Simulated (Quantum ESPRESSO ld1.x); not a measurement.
All-electron atom: Fe IX in [Ar].

All-electron calculation, Dirac Kohn-Sham, LDA (Slater exchange, Perdew-Zunger correlation), spin-unpolarised, spherical densities, point nucleus. Program: ld1.x of Quantum ESPRESSO 7.5.

Energy parts (eV):
part                    energy
total                 -34003.1
kinetic                34479.8
electron-nucleus      -78145.7
Hartree                10961.5
exchange-correlation   -1298.6

Orbitals (lengths in bohr, moments of r in powers of bohr; <r^-3> diverges for s and p1/2):
orbital  occ.  eigenvalue (eV)       <r^4>   <1/r>  <r^-3>     <r^2>  small-component weight
1s1/2       2         -7162.36  0.00005471   25.93       -  0.004613                8.71e-03
2s1/2       2         -1003.29     0.01230   5.574       -   0.08409                1.60e-03
2p1/2       2         -891.511    0.009101   5.524       -   0.06697                1.59e-03
2p3/2       4         -879.070    0.009497   5.426   468.4   0.06857                1.56e-03
3s1/2       2         -255.539      0.6227   1.912       -    0.6393                4.20e-04
3p1/2       2         -221.626      0.6942   1.827       -    0.6604                3.92e-04
3p3/2       4         -219.621      0.7156   1.805   75.91    0.6710                3.88e-04
3d3/2       0         -165.590      0.7941   1.630   9.239    0.6617                3.21e-04
3d5/2       0         -165.289      0.8001   1.626   9.106    0.6645                3.20e-04
4s1/2       0         -104.492       12.45  0.8604       -     2.979                1.50e-04

The highest occupied level is 3p3/2 at -219.62 eV. The density falls to 0.001 e/bohr^3 at r = 1.95 bohr. For comparison, the ionisation energy in NIST's Atomic Spectra Database is 233.6 eV (semi-empirical). In exact Kohn-Sham theory the highest level is minus the ionisation energy, but local and semilocal functionals leave it too shallow, through self-interaction and a potential that decays too fast; potentials with the right tail come closer. Summed over all electrons, <r^2> = 5.869 bohr^2, which gives a Langevin (diamagnetic) susceptibility term of -4.65 x 10^-6 cm^3/mol.
